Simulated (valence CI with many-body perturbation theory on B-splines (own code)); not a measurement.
E1 line list for Cs XLVIII

Computed by valence CI with perturbative core correlation (CI+MBPT): six valence electrons over a frozen Dirac-Fock core [He], radial functions for each j: 9 s, 9 p, 8 d, 6 f, 3 g, 1 h, with the one-electron correlation potential Σ1 (screened to all orders), the two-electron term Σ2, the three-electron term Σ3, Breit, model QED; selected single and double excitations, second order for the rest, scaled by the run's own slope (own B-spline code, finite nucleus).

No measured spectrum was set against this ion. As an estimate, large intervals hold to a few tenths of a per cent, small ones and those within an open d or f shell to about a per cent. Among the levels kept, up to 2400 cm⁻¹ of a level comes from second order outside the variational space, and about a tenth of that is noise between levels of different J, which matters for small intervals.

Lines 51 to 100 of 247 in falling wavelength, among levels below 5311.3 eV, chosen from the strongest by gf and those to the six lowest levels. Wavelengths and rates use the calculated energies. Electric multipoles are in the length gauge with retardation, E1 and E2 with the static RPA response of the core. Weak lines are less certain than strong ones. Lines between different terms over intervals too small for the method are left out, as are lines whose strength nearly cancels. Where a level lies close to another of its J and parity, the split of strength between their lines is uncertain. The highest levels of a list are the least certain.

Levels are named by their leading jj configuration (3d3/2^4 stands for four electrons in 3d with j = 3/2), which in mixed levels can hold well under half, so a name can repeat and another be missing. Letters in brackets count levels of one name in rising energy.

| λ vac (Å) | Upper | Lower | A (s⁻¹) | log gf | Branch % |
| --- | --- | --- | --- | --- | --- |
| 68.46 | (2s^2 2p1/2 2p3/2^2 3p3/2) J=4 | (2s^2 2p1/2 2p3/2^2 3s) J=3 | 1.24e+11 | -0.11 | 32.3 |
| 68.33 | (2s^2 2p1/2 2p3/2^2 3d3/2) J=1 [b] | (2s^2 2p1/2 2p3/2^2 3p1/2) J=2 [b] | 4.02e+10 | -1.07 | 0.0 |
| 68.27 | (2s^2 2p1/2 2p3/2^2 3p3/2) J=2 [a] | (2s^2 2p1/2 2p3/2^2 3s) J=2 [a] | 5.48e+10 | -0.72 | 5.1 |
| 68.09 | (2s^2 2p1/2^2 2p3/2 3p3/2) J=3 | (2s^2 2p1/2^2 2p3/2 3s) J=2 | 1.26e+11 | -0.21 | 38.8 |
| 68.04 | (2s^2 2p1/2^2 2p3/2 3p3/2) J=1 | (2s^2 2p1/2^2 2p3/2 3s) J=2 | 2.38e+10 | -1.30 | 6.3 |
| 67.88 | (2s^2 2p1/2 2p3/2^2 3p3/2) J=1 [c] | (2s^2 2p1/2 2p3/2^2 3s) J=1 [b] | 2.91e+10 | -1.22 | 1.0 |
| 66.82 | (2s^2 2p1/2 2p3/2^2 3p3/2) J=1 [c] | (2s^2 2p1/2 2p3/2^2 3s) J=0 | 7.13e+10 | -0.84 | 2.5 |
| 66.37 | (2s^2 2p1/2^2 2p3/2 3d3/2) J=2 | (2s^2 2p1/2^2 2p3/2 3p1/2) J=2 | 4.46e+10 | -0.83 | 0.2 |
| 66.34 | (2s^2 2p1/2 2p3/2^2 3p3/2) J=2 [c] | (2s^2 2p1/2 2p3/2^2 3s) J=1 [b] | 1.03e+11 | -0.47 | 0.8 |
| 66.13 | (2s 2p1/2^2 2p3/2^2 3p1/2) J=2 | (2s^2 2p1/2 2p3/2^2 3p1/2) J=2 [b] | 1.96e+10 | -1.19 | 0.1 |
| 65.92 | (2s^2 2p1/2 2p3/2^2 3p3/2) J=1 [a] | (2s^2 2p1/2 2p3/2^2 3s) J=1 [a] | 5.26e+10 | -0.99 | 12.6 |
| 65.91 | (2s^2 2p1/2 2p3/2^2 3d3/2) J=2 [a] | (2s^2 2p1/2 2p3/2^2 3p1/2) J=2 [a] | 4.80e+10 | -0.81 | 0.1 |
| 65.72 | (2s^2 2p1/2^2 2p3/2 3d3/2) J=2 | (2s^2 2p1/2^2 2p3/2 3p1/2) J=1 | 4.86e+10 | -0.80 | 0.2 |
| 65.00 | (2s^2 2p1/2 2p3/2^2 3d3/2) J=2 [c] | (2s^2 2p1/2 2p3/2^2 3p1/2) J=1 [b] | 4.75e+10 | -0.82 | 0.0 |
| 64.77 | (2s^2 2p1/2 2p3/2^2 3d5/2) J=1 | (2s^2 2p1/2 2p3/2^2 3p1/2) J=2 [b] | 2.28e+10 | -1.37 | 0.0 |
| 64.45 | (2s^2 2p1/2^2 2p3/2 3d3/2) J=3 | (2s^2 2p1/2^2 2p3/2 3p1/2) J=2 | 9.66e+10 | -0.38 | 44.9 |
| 64.42 | (2s^2 2p1/2 2p3/2^2 3d3/2) J=4 | (2s^2 2p1/2 2p3/2^2 3p1/2) J=3 | 9.56e+10 | -0.27 | 95.3 |
| 64.34 | (2s^2 2p1/2 2p3/2^2 3p3/2) J=1 [b] | (2s^2 2p1/2 2p3/2^2 3s) J=2 [b] | 4.90e+10 | -1.04 | 1.8 |
| 64.19 | (2s 2p1/2^2 2p3/2^2 3p1/2) J=3 | (2s^2 2p1/2 2p3/2^2 3p1/2) J=2 [b] | 3.25e+10 | -0.85 | 0.4 |
| 64.08 | (2s^2 2p1/2 2p3/2^2 3d3/2) J=3 [a] | (2s^2 2p1/2 2p3/2^2 3p1/2) J=2 [a] | 8.08e+10 | -0.46 | 0.1 |
| 63.96 | (2s^2 2p1/2 2p3/2^2 3d3/2) J=1 [a] | (2s^2 2p1/2 2p3/2^2 3p1/2) J=1 [a] | 8.26e+10 | -0.82 | 0.1 |
| 63.68 | (2s^2 2p1/2^2 2p3/2 3p3/2) J=2 | (2s^2 2p1/2^2 2p3/2 3s) J=1 | 8.68e+10 | -0.58 | 27.0 |
| 63.61 | (2s^2 2p1/2^2 2p3/2 3d3/2) J=1 | (2s^2 2p1/2^2 2p3/2 3p1/2) J=2 | 2.03e+10 | -1.43 | 0.0 |
| 63.49 | (2s 2p1/2^2 2p3/2^2 3s) J=2 [a] | (2s^2 2p1/2 2p3/2^2 3s) J=1 [b] | 1.51e+10 | -1.34 | 0.0 |
| 63.46 | (2s^2 2p1/2 2p3/2^2 3d3/2) J=2 [a] | (2s^2 2p1/2 2p3/2^2 3p1/2) J=1 [a] | 4.49e+10 | -0.87 | 0.1 |
| 63.30 | (2s^2 2p1/2 2p3/2^2 3d3/2) J=0 | (2s^2 2p1/2 2p3/2^2 3p1/2) J=1 [a] | 1.04e+11 | -1.21 | 0.1 |
| 63.01 | (2s^2 2p1/2^2 2p3/2 3d3/2) J=1 | (2s^2 2p1/2^2 2p3/2 3p1/2) J=1 | 8.65e+10 | -0.81 | 0.1 |
| 62.81 | (2s^2 2p1/2 2p3/2^2 3d3/2) J=2 [c] | (2s^2 2p1/2 2p3/2^2 3p1/2) J=2 [b] | 1.56e+10 | -1.34 | 0.0 |
| 62.78 | (2s^2 2p1/2 2p3/2^2 3d5/2) J=2 | (2s^2 2p1/2 2p3/2^2 3p1/2) J=1 [b] | 3.08e+10 | -1.04 | 0.0 |
| 62.64 | (2s^2 2p1/2^2 2p3/2 3d3/2) J=0 | (2s^2 2p1/2^2 2p3/2 3p1/2) J=1 | 1.08e+11 | -1.20 | 46.1 |
| 62.40 | (2s^2 2p1/2 2p3/2^2 3d3/2) J=3 [b] | (2s^2 2p1/2 2p3/2^2 3p1/2) J=3 | 2.67e+10 | -0.96 | 0.0 |
| 62.01 | (2s^2 2p1/2 2p3/2^2 3d3/2) J=2 [b] | (2s^2 2p1/2 2p3/2^2 3p1/2) J=3 | 1.98e+10 | -1.24 | 0.0 |
| 61.58 | (2s^2 2p1/2^2 2p3/2 3p3/2) J=2 | (2s^2 2p1/2^2 2p3/2 3s) J=2 | 7.90e+10 | -0.65 | 24.6 |
| 61.19 | (2s^2 2p1/2 2p3/2^2 3p3/2) J=2 [b] | (2s^2 2p1/2 2p3/2^2 3s) J=2 [b] | 8.15e+10 | -0.64 | 0.9 |
| 59.64 | (2s^2 2p1/2 2p3/2^2 3p3/2) J=2 [b] | (2s^2 2p1/2 2p3/2^2 3s) J=3 | 2.50e+10 | -1.18 | 0.3 |
| 59.09 | (2s 2p1/2^2 2p3/2^2 3s) J=3 | (2s^2 2p1/2 2p3/2^2 3s) J=3 | 2.91e+10 | -0.97 | 0.4 |
| 58.62 | (2s^2 2p1/2 2p3/2^2 3p3/2) J=1 [b] | (2s^2 2p1/2 2p3/2^2 3s) J=1 [a] | 8.23e+10 | -0.90 | 3.0 |
| 58.41 | (2s^2 2p1/2^2 2p3/2 3p3/2) J=0 | (2s^2 2p1/2^2 2p3/2 3s) J=1 | 2.16e+11 | -0.96 | 20.1 |
| 57.16 | (2s 2p1/2^2 2p3/2^2 3p1/2) J=3 | (2s^2 2p1/2 2p3/2^2 3p1/2) J=3 | 3.59e+10 | -0.91 | 0.5 |
| 56.45 | (2s^2 2p1/2 2p3/2^2 3p3/2) J=1 [b] | (2s^2 2p1/2 2p3/2^2 3s) J=2 [a] | 3.11e+10 | -1.35 | 1.1 |
| 55.99 | (2s^2 2p1/2 2p3/2^2 3p3/2) J=2 [b] | (2s^2 2p1/2 2p3/2^2 3s) J=1 [a] | 1.95e+10 | -1.34 | 0.2 |
| 55.16 | (2s 2p1/2^2 2p3/2^2 3s) J=2 [a] | (2s^2 2p1/2 2p3/2^2 3s) J=2 [b] | 8.45e+10 | -0.71 | 0.2 |
| 53.56 | (2s 2p1/2^2 2p3/2^2 3s) J=3 | (2s^2 2p1/2 2p3/2^2 3s) J=2 [a] | 5.66e+10 | -0.77 | 0.8 |
| 53.36 | (2s 2p1/2^2 2p3/2^2 3p1/2) J=3 | (2s^2 2p1/2 2p3/2^2 3p1/2) J=2 [a] | 2.82e+10 | -1.07 | 0.4 |
| 53.00 | (2s 2p1/2^2 2p3/2^2 3p1/2) J=2 | (2s^2 2p1/2 2p3/2^2 3p1/2) J=1 [a] | 2.62e+10 | -1.26 | 0.1 |
| 50.32 | (2s 2p1/2^2 2p3/2^2 3s) J=1 [a] | (2s^2 2p1/2 2p3/2^2 3s) J=1 [b] | 4.40e+10 | -1.30 | 0.2 |
| 49.73 | (2s 2p1/2^2 2p3/2^2 3s) J=1 [a] | (2s^2 2p1/2 2p3/2^2 3s) J=0 | 3.54e+10 | -1.40 | 0.1 |
| 49.64 | (2s 2p1/2^2 2p3/2^3) J=2 | (2s^2 2p1/2 2p3/2^3) J=2 | 2.08e+10 | -1.41 | 2.3 |
| 46.51 | (2s 2p1/2^2 2p3/2^3) J=2 | (2s^2 2p1/2 2p3/2^3) J=1 | 2.84e+10 | -1.34 | 3.2 |
| 44.98 | (2s 2p1/2 2p3/2^4) J=1 | (2s^2 2p3/2^4) J=0 | 3.42e+10 | -1.51 | 1.6 |

Question: How does gf follow from A for the line at 63.30 Å?

Answer: gf = 1.4992 × (2J+1)_upper × A / σ², with σ = 1579788 cm⁻¹ and 2J+1 = 1: gf = 0.0622.
